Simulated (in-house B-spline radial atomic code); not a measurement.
Removing one electron from N3+

Closed shell [He] 2s2. Computed with a B-spline radial code for spherical atoms: Koopmans values of Dirac-Hartree-Fock plus a diagonal self-energy, in second order or with its direct term screened (direct RPA, with the hole-particle interaction, or full time-dependent Hartree-Fock), linearised in energy; no-pair Dirac-Coulomb Hamiltonian, finite nucleus. Shifts add to the Koopmans value (the ΔSCF shift is orbital relaxation alone); the final value takes TDHF screening with Breit and QED.

Command:
```bash
python run_mb.py task.json out
```
Settings (nuclear radius in fm, box in bohr, cutoff in hartree):
```
basis_form          2
Z                   7
core_configuration  [He] 2s2
rms_radius          2.5582
mass_number         14
speed_of_light      137.036
box_radius          13.958
lmax                7
intervals           65
virtual_cutoff      600.0
```

Time taken, with all properties: 1.6 s on 1 thread of Arm Neoverse N1 (shared host).

Energies in eV:

| subshell | Koopmans | ΔSCF shift | second order | direct RPA | hole-particle | TDHF | Breit + QED | final |
| --- | --- | --- | --- | --- | --- | --- | --- | --- |
| 2s1/2 | 75.34 | -0.307 | ? | ? | ? | ? | ? | ? |

Question: What does the self-energy do to 2s1/2?

Answer: It shifts the removal energy by 1.281 eV in second order, 0.568 with direct RPA, 0.519 with the hole-particle term and 1.099 with TDHF screening (quasi-particle weight 0.964); Breit and QED add -0.008 eV. The final value is 76.43 eV, against 77.474 eV (NIST, measured). The mixing of s² with p² in the ground state is caught to low order only, which falls short in light ions.
